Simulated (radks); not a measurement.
The numbers below are computed, except where a source is named.
Coulomb parameter of the 4d shell of the cadmium ion Cd2+ in the model configuration [Kr] 4d9 5s1, as a second difference U = [E(n + 1) + E(n - 1) - 2 E(n)] / (1)^2 with all orbitals relaxed. "Bare": the charge of the atom changes with n. "Screened": the 5s shell takes up the change at fixed total charge, which measures U(4d,4d) + U(5s,5s) - 2 U(4d,5s). Code: a radial shooting solver on a logarithmic mesh with Libxc functionals. Model: scalar-relativistic Kohn-Sham, BLYP, spin-unpolarised, spherical densities, point nucleus.

| case | configuration | E - E(n) (eV) |
|---|---|---|
| start | [Kr] 4d9 5s1 | 0.000 |
| bare +1 | [Kr] 4d10 5s1 | -27.346 |
| bare -1 | [Kr] 4d8 5s1 | 42.343 |
| screened +1 | [Kr] 4d10 | -10.049 |
| screened -1 | [Kr] 4d8 5s2 | 12.706 |

U(bare) = 14.997 eV, U(screened by 5s) = 2.657 eV, against the Slater integral F0(4d,4d) = 20.292 eV with frozen orbitals.
